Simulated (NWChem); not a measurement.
Species: BCl₂, doublet; SMILES Cl[B]Cl

```xyz
3

Cl     1.5394     0.0000    -0.1036
B      0.0000     0.0000     0.7044
Cl    -1.5394     0.0000    -0.1036
```
Atoms are numbered in this order, from 1.

Program: NWChem. Spin-unrestricted. In the optimisation the excess spin sits in a1 (C2v, its own frame). All runs use the structure optimised with PBE-D3(BJ)/def2-SVP, spin-unrestricted. No stability test was run on the SCF state.

Q: Taking PBE/def2-QZVP as the yardstick, which of these has the fewest basis functions while keeping “dipole (D)” within 0.1 D of it: PBE/def2-TZVPD; PBE/def2-SVP; PBE/def2-SVPD; PBE/def2-TZVP; PBE/def2-TZVPP; PBE/STO-3G?

A: PBE/def2-SVPD.
```json
[
 {"level": "PBE/STO-3G", "basis functions": "23", "dipole (D)": "0.45"},
 {"level": "PBE/def2-SVP", "basis functions": "50", "dipole (D)": "0.58"},
 {"level": "PBE/def2-SVPD", "basis functions": "74", "dipole (D)": "0.30"},
 {"level": "PBE/def2-TZVP", "basis functions": "105", "dipole (D)": "0.38"},
 {"level": "PBE/def2-TZVPP", "basis functions": "115", "dipole (D)": "0.38"},
 {"level": "PBE/def2-TZVPD", "basis functions": "129", "dipole (D)": "0.31"},
 {"level": "PBE/def2-QZVP", "basis functions": "197", "dipole (D)": "0.33"}
]
```

The yardstick is one finite set, not the basis-set limit.
